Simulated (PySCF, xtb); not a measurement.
CH₆Cl₂OSi₂, SMILES O[SiH2][Si](Cl)(C)Cl. One conformer was computed; it need not be the lowest.

Harmonic wavenumbers (cm⁻¹) from GFN2-xTB run with xtb at its own minimum, in rising order: 25, 73, 97, 109, 141, 154, 171, 207, 290, 352, 442, 455, 502, 603, 720, 729, 771, 775, 818, 823, 903, 1370, 1468, 1473, 2204, 2297, 3018, 3039, 3042, 3663.

### Question
What does PBE-D3(BJ)/def2-SVP (PySCF) give at its own minimum? (Estimate from the structure and the level; the computed values follow.)

### Answer
45, 71, 109, 153, 166, 173, 188, 227, 358, 384, 491, 507, 547, 686, 718, 762, 771, 796, 849, 914, 921, 1211, 1370, 1372, 2140, 2186, 2978, 3086, 3090, 3703. Paired by order, the mean absolute difference is 46 cm⁻¹ and the zero-point energies are 43.9 and 44.3 kcal/mol.
